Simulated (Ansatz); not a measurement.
Reaction (formal hydrolysis of a Ge–Si bond): `[SiH3][Ge]([SiH3])([Cl])[Cl]` + H₂O → `[OH][Ge]([SiH3])([Cl])[Cl]` + SiH₄

Program: Ansatz. Geometries: PBE0-D4/def2-TZVP. ΔE: electronic, gas phase. CCSD(T)/CBS is the MP2 limit (def2-TZVPP, def2-QZVPP) plus CCSD(T) − MP2 in def2-TZVPP, frozen cores. This one scheme is used for every species. Functionals use def2-TZVPP. B3LYP here is the variant with VWN-RPA as its local correlation; programs differ in this. HSE06 is defined as in plane-wave codes. For Ge outer-core shells are correlated without core-valence functions, which leaves a few kJ/mol of doubt a bond. Scalar relativity is left out up to krypton. Each species was taken in one conformer, which may not be the lowest.

```json
{"level": "LDA (SPW92)", "ΔE (kJ/mol)": "-12.4", "difference from CCSD(T)/CBS": "3.4"}
{"level": "PBE-D4", "ΔE (kJ/mol)": "-8.5", "difference from CCSD(T)/CBS": "7.3"}
{"level": "revPBE-D4", "ΔE (kJ/mol)": "-10.1", "difference from CCSD(T)/CBS": "5.7"}
{"level": "BLYP-D4", "ΔE (kJ/mol)": "-19.8", "difference from CCSD(T)/CBS": "-4.0"}
{"level": "r2SCAN-D4", "ΔE (kJ/mol)": "-21.8", "difference from CCSD(T)/CBS": "-6.0"}
{"level": "B97M-V", "ΔE (kJ/mol)": "-27.0", "difference from CCSD(T)/CBS": "-11.2"}
{"level": "PBE0-D4", "ΔE (kJ/mol)": "-9.6", "difference from CCSD(T)/CBS": "6.2"}
{"level": "B3LYP-D4", "ΔE (kJ/mol)": "-19.9", "difference from CCSD(T)/CBS": "-4.1"}
{"level": "r2SCANh-D4", "ΔE (kJ/mol)": "-20.6", "difference from CCSD(T)/CBS": "-4.8"}
{"level": "r2SCAN0-D4", "ΔE (kJ/mol)": "-19.3", "difference from CCSD(T)/CBS": "-3.5"}
{"level": "BHLYP-D4", "ΔE (kJ/mol)": "-23.0", "difference from CCSD(T)/CBS": "-7.2"}
{"level": "CAM-B3LYP-D4", "ΔE (kJ/mol)": "-28.3", "difference from CCSD(T)/CBS": "-12.5"}
{"level": "ωB97X-V", "ΔE (kJ/mol)": "-26.7", "difference from CCSD(T)/CBS": "-10.9"}
{"level": "ωB97M-V", "ΔE (kJ/mol)": "-24.1", "difference from CCSD(T)/CBS": "-8.3"}
{"level": "B2PLYP", "ΔE (kJ/mol)": "-28.9", "difference from CCSD(T)/CBS": "-13.1"}
{"level": "PBE", "ΔE (kJ/mol)": "-12.9", "difference from CCSD(T)/CBS": "2.9"}
{"level": "revPBE", "ΔE (kJ/mol)": "-13.6", "difference from CCSD(T)/CBS": "2.2"}
{"level": "r2SCAN", "ΔE (kJ/mol)": "-23.1", "difference from CCSD(T)/CBS": "-7.3"}
{"level": "PBE0", "ΔE (kJ/mol)": "-13.9", "difference from CCSD(T)/CBS": "1.9"}
{"level": "r2SCANh", "ΔE (kJ/mol)": "-22.2", "difference from CCSD(T)/CBS": "-6.4"}
{"level": "r2SCAN0", "ΔE (kJ/mol)": "-21.1", "difference from CCSD(T)/CBS": "-5.3"}
{"level": "HSE06", "ΔE (kJ/mol)": "-13.6", "difference from CCSD(T)/CBS": "2.2"}
{"level": "BHLYP", "ΔE (kJ/mol)": "-31.8", "difference from CCSD(T)/CBS": "-16.0"}
{"level": "CAM-B3LYP", "ΔE (kJ/mol)": "-33.2", "difference from CCSD(T)/CBS": "-17.4"}
{"level": "LC-ωPBE", "ΔE (kJ/mol)": "-23.3", "difference from CCSD(T)/CBS": "-7.5"}
{"level": "RPA@PBE/def2-TZVPP", "ΔE (kJ/mol)": "-27.5", "difference from CCSD(T)/CBS": "-11.7"}
{"level": "HF/def2-SVP", "ΔE (kJ/mol)": "-45.5", "difference from CCSD(T)/CBS": "-29.7"}
{"level": "MP2/def2-SVP", "ΔE (kJ/mol)": "-43.4", "difference from CCSD(T)/CBS": "-27.6"}
{"level": "CCSD/def2-SVP", "ΔE (kJ/mol)": "-40.1", "difference from CCSD(T)/CBS": "-24.3"}
{"level": "CCSD(T)/def2-SVP", "ΔE (kJ/mol)": "-39.7", "difference from CCSD(T)/CBS": "-23.9"}
{"level": "HF/def2-TZVPP", "ΔE (kJ/mol)": "-43.7", "difference from CCSD(T)/CBS": "-27.9"}
{"level": "MP2/def2-TZVPP", "ΔE (kJ/mol)": "-25.9", "difference from CCSD(T)/CBS": "-10.1"}
{"level": "SCS-MP2/def2-TZVPP", "ΔE (kJ/mol)": "-32.2", "difference from CCSD(T)/CBS": "-16.4"}
{"level": "CCSD/def2-TZVPP", "ΔE (kJ/mol)": "-26.1", "difference from CCSD(T)/CBS": "-10.3"}
{"level": "CCSD(T)/def2-TZVPP", "ΔE (kJ/mol)": "-24.9", "difference from CCSD(T)/CBS": "-9.1"}
{"level": "HF/def2-QZVPP", "ΔE (kJ/mol)": "-43.9", "difference from CCSD(T)/CBS": "-28.1"}
{"level": "MP2/def2-QZVPP", "ΔE (kJ/mol)": "-20.7", "difference from CCSD(T)/CBS": "-4.9"}
{"level": "SCS-MP2/def2-QZVPP", "ΔE (kJ/mol)": "-27.7", "difference from CCSD(T)/CBS": "-11.9"}
{"level": "MP2/CBS(def2)", "ΔE (kJ/mol)": "-16.8", "difference from CCSD(T)/CBS": "-1.0"}
{"level": "CCSD/CBS(def2)", "ΔE (kJ/mol)": "-17.1", "difference from CCSD(T)/CBS": "-1.3"}
{"level": "CCSD(T)/CBS", "ΔE (kJ/mol)": "-15.8", "difference from CCSD(T)/CBS": "0"}
```

Largest T1 diagnostic among the species: 0.011.

From BLYP to BHLYP (50 % exact exchange), in def2-TZVPP and without D4, ΔE moves by −4.5 kJ/mol. In def2-TZVPP, CCSD(T) changes the Hartree–Fock value by +18.8 kJ/mol (the triples alone add +1.3 kJ/mol) and MP2 by +17.8 kJ/mol.

CCSD(T)/CBS has its own doubt, a few kJ/mol and more with outer-core shells, so smaller differences from it don't rank the levels.
